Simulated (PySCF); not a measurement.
Geometry (Å), atoms numbered from 1 in this order:
```xyz
7

Al    0.6111    0.8740   -0.0547
Cl    2.6810    0.8234    0.1390
Cl   -0.4047    2.6535   -0.4030
C    -0.4850   -0.8052    0.0542
F     0.1536   -1.8334    0.6279
F    -0.8466   -1.2058   -1.1803
F    -1.6176   -0.6084    0.7484
```

- NMR shieldings at B3LYP/pcSseg-1 (pcSseg-2 on Al)/GIAO
- PBE0-D3(BJ)/def2-SVP geometry
- run in PySCF
- no relativistic terms, one averaged value for each set of equivalent atoms, single conformer, no solvent

Scale: TMS for 13C; 27Al against [Al(H2O)6]3+; 35Cl against HCl; 19F against CFCl3 (reference shieldings calculated alike).

```
   atoms  nucleus  count  δ (ppm)
     Al1     27Al      1        ?
 Cl2/Cl3     35Cl      2       29
F5/F6/F7      19F      3    -61.5
      C4      13C      1        ?
```

**Question.** Estimate the values marked ?.

**Answer.** 
- C4: 134.9 ppm, carbon bonded to Al, 3 F
- Al1: 176.5 ppm, aluminium bonded to C, 2 Cl

Shifts are as computed, not scaled to solution data. Of 1211 compounds with measured shifts, 218 miss one by over three times the rms of a fit or turn the order of signals round; such compounds aren't used in these exercises. Unscaled 19F shifts against computed CFCl3 carry errors that often reach 10 to 50 ppm.
